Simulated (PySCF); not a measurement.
# Electron correlation in Al⁺ (aluminium, charge +1)

[Ne] 3s2, closed-shell 1S. Calculation: PySCF 2.14, in cc-pV(D+d)Z (4s3p2d, 23 functions); no relativity, point nucleus. Frozen: [Ne]; 2 electrons correlated.

Total MP2 correlation energy: -25.33 mhartree.

Same-spin part 0.00 and opposite-spin part -25.33 mhartree; SCS-MP2 scales them by 1/3 and 6/5 to -30.40 mhartree.

With two correlated electrons CCSD is exact within the correlated space (frozen core and kept virtual orbitals).

```json
{"level": "CCSD", "correlation energy (mhartree)": "-38.67"}
```

Diagnostics: T1 = 0.0078, D1 = 0.0110, largest double amplitude 0.114.

Q: Is a single reference adequate?

A: Mostly. T1 lies below 0.03, but a double amplitude of this size points to a near-degeneracy that CCSD handles and MP2 describes poorly.
